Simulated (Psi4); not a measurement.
C$_{3}$H$_{6}$Cl (SMILES CC[CH-]Cl), charge -1, singlet, geometry from GFN2-xTB (a gas-phase anion, which may not be bound at this level); PBE0/STO-3G (Psi4).

Here is a job for Psi4.
```
memory 2 GB

molecule mol {
-1 1
  C     0.878742   -0.577462    0.011782
  C     2.361287   -0.210903    0.018924
  C     0.052607    0.709878    0.084698
  H     0.663317   -1.194155    0.896615
  H     0.684162   -1.220681   -0.873795
  H     2.995668   -1.101675    0.039681
  Cl   -1.731620    0.119089    0.008980
  H     2.611738    0.368780   -0.870239
  H     2.586503    0.400820    0.891583
  H     0.140340    1.193323   -0.928931
}

set basis sto-3g
set reference rks
set dft_nuclear_scheme stratmann

energy('pbe0')
print_variables()
```

It wrote (shortened):

```
   => Loading Basis Set <=

    Name: STO-3G
    Role: ORBITAL
    Keyword: BASIS

         ---------------------------------------------------------
                                   SCF
               by Justin Turney, Rob Parrish, Andy Simmonett
                          and Daniel G. A. Smith
                              RKS Reference
         ---------------------------------------------------------

  ==> Geometry <==

    Molecular point group: c1
    Full point group: C1

    Geometry (in Angstrom), charge = -1, multiplicity = 1:

       Center              X                  Y                   Z               Mass
    ------------   -----------------  -----------------  -----------------  -----------------
         C            1.025252773455    -0.598974686475     0.000782056608    12.000000000000
         C            2.507797773455    -0.232415686475     0.007924056608    12.000000000000
         C            0.199117773455     0.688365313525     0.073698056608    12.000000000000
         H            0.809827773455    -1.215667686475     0.885615056608     1.007825032230
         H            0.830672773455    -1.242193686475    -0.884794943392     1.007825032230
         H            3.142178773455    -1.123187686475     0.028681056608     1.007825032230
         CL          -1.585109226545     0.097576313525    -0.002019943392    34.968852682000
         H            2.758248773455     0.347267313525    -0.881238943392     1.007825032230
         H            2.733013773455     0.379307313525     0.880583056608     1.007825032230
         H            0.286850773455     1.171810313525    -0.939930943392     1.007825032230

  Running in c1 symmetry.

  Rotational constants: A =      0.90550  B =      0.08046  C =      0.07664 [cm^-1]
  Rotational constants: A =  27146.24680  B =   2412.24008  C =   2297.52681 [MHz]
  Nuclear repulsion =  147.052840588888529

  Charge       = -1
  Multiplicity = 1
  Electrons    = 42
  Nalpha       = 21
  Nbeta        = 21

  ==> Algorithm <==

  SCF Algorithm Type is DF.
  DIIS enabled.
  MOM disabled.
  Fractional occupation disabled.
  Guess Type is SAD.
  Energy threshold   = 1.00e-06
  Density threshold  = 1.00e-06
  Integral threshold = 1.00e-12

  ==> Primary Basis <==

  Basis Set: STO-3G
    Blend: STO-3G
    Number of shells: 20
    Number of basis functions: 30
    Number of Cartesian functions: 30
    Spherical Harmonics?: true
    Max angular momentum: 1

  ==> DFT Potential <==

   => LibXC <=

    Version 7.1.2
    S. Lehtola, C. Steigemann, M. J. T. Oliveira, and M. A. L. Marques,  SoftwareX 7, 1–5 (2018) (10.1016/j.softx.2017.11.002)

   => Composite Functional: PBE0 <=

    PBE0 Hyb-GGA Exchange-Correlation Functional

    C. Adamo and V. Barone,  J. Chem. Phys. 110, 6158 (1999) (10.1063/1.478522)
    M. Ernzerhof and G. E. Scuseria,  J. Chem. Phys. 110, 5029 (1999) (10.1063/1.478401)

    Deriv               =              1
    GGA                 =           TRUE
    Meta                =          FALSE

    Exchange Hybrid     =           TRUE
    MP2 Hybrid          =          FALSE

   => Exchange Functionals <=

    0.7500   Perdew, Burke & Ernzerhof

   => Exact (HF) Exchange <=

    0.2500               HF

   => Correlation Functionals <=

    1.0000   Perdew, Burke & Ernzerhof

   => LibXC Density Thresholds  <==

    XC_HYB_GGA_XC_PBEH:  1.00E-15

   => Molecular Quadrature <=

    Radial Scheme          =       TREUTLER
    Pruning Scheme         =           NONE
    Nuclear Scheme         =      STRATMANN

    Blocking Scheme        =         OCTREE
    BS radius alpha        =              1
    Pruning alpha          =              1
    Radial Points          =             75
    Spherical Points       =            302
    Total Points           =         195243
    Total Blocks           =           1492
    Max Points             =            256
    Max Functions          =             28
    Weights Tolerance      =       1.00E-15

   => Loading Basis Set <=

    Name: (STO-3G AUX)
    Role: JKFIT
    Keyword: DF_BASIS_SCF

  ==> Integral Setup <==

  SCF_SUBTYPE=INCORE selected. In-core MEM_DF algorithm will be used.
  Using in-core AOs.

  ==> MemDFJK: Density-Fitted J/K Matrices <==

    J tasked:                   Yes
    K tasked:                   Yes
    wK tasked:                   No
    Algorithm:                 Core
    Schwarz Cutoff:           1E-12
    Mask sparsity (%):       2.6667
    Fitting Condition:        1E-10

   => Auxiliary Basis Set <=

  Basis Set: (STO-3G AUX)
    Blend: DEF2-UNIVERSAL-JKFIT
    Number of shells: 149
    Number of basis functions: 461
    Number of Cartesian functions: 542
    Spherical Harmonics?: true
    Max angular momentum: 4

  Minimum eigenvalue in the overlap matrix is 2.0745027431E-01.
  Reciprocal condition number of the overlap matrix is 8.3480341482E-02.
    Using symmetric orthogonalization.

  ==> Pre-Iterations <==

  SCF Guess: Superposition of Atomic Densities via on-the-fly atomic UHF (no occupation information).

   -------------------------
    Irrep   Nso     Nmo
   -------------------------
     A         30      30
   -------------------------
    Total      30      30
   -------------------------

  ==> Iterations <==

                           Total Energy        Delta E     RMS |[F,P]|

   @DF-RKS iter SAD:  -569.26716170373663   -5.69267e+02   0.00000e+00
   @DF-RKS iter   1:  -571.24307522599190   -1.97591e+00   4.58329e-03 ADIIS/DIIS
   @DF-RKS iter   2:  -571.25638872352567   -1.33135e-02   2.64569e-03 ADIIS/DIIS
   @DF-RKS iter   3:  -571.26060637596765   -4.21765e-03   5.75133e-04 ADIIS/DIIS
   @DF-RKS iter   4:  -571.26082164311526   -2.15267e-04   6.24357e-05 DIIS
   @DF-RKS iter   5:  -571.26082404690840   -2.40379e-06   2.15780e-05 DIIS
   @DF-RKS iter   6:  -571.26082430411009   -2.57202e-07   2.44069e-06 DIIS
   @DF-RKS iter   7:  -571.26082430860288   -4.49279e-09   1.97916e-07 DIIS
  Energy and wave function converged.

  ==> Post-Iterations <==

   Electrons on quadrature grid:
      Ntotal   =   42.0000277876 ; deviation = 2.779e-05

    Orbital Energies [Eh]
    ---------------------

    Doubly Occupied:

[...]
    Virtual:

[...]
    Final Occupation by Irrep:
              A
    DOCC [    21 ]
    NA   [    21 ]
    NB   [    21 ]

  @DF-RKS Final Energy:  -571.26082430860288

   => Energetics <=

    Nuclear Repulsion Energy =            147.0528405888885288
    One-Electron Energy =               -1089.8987866116365240
    Two-Electron Energy =                 407.0953155661664482
    DFT Exchange-Correlation Energy =     -35.5101938520212670
    Empirical Dispersion Energy =           0.0000000000000000
    VV10 Nonlocal Energy =                  0.0000000000000000
    Total Energy =                       -571.2608243086028779

Computation Completed

Properties will be evaluated at   0.000000,   0.000000,   0.000000 [a0]

Properties computed using the SCF density matrix

 Multipole Moments:

 ------------------------------------------------------------------------------------
     Multipole            Electronic (a.u.)      Nuclear  (a.u.)        Total (a.u.)
 ------------------------------------------------------------------------------------

 L = 1.  Multiply by 2.5417464519 to convert [e a0] to [Debye]
 Dipole X            :        -10.5764862           11.3514822            0.7749960
 Dipole Y            :          0.8986986           -1.6667708           -0.7680723
 Dipole Z            :          0.5138120           -0.8522659           -0.3384539
 Magnitude           :                                                    1.1424118

 ------------------------------------------------------------------------------------

  Variable Map:
  ----------------------------------------------------------------------------
[...]
  Array Variable Map:
  ----------------------------------------------------------------------------
[...]
[...]
```
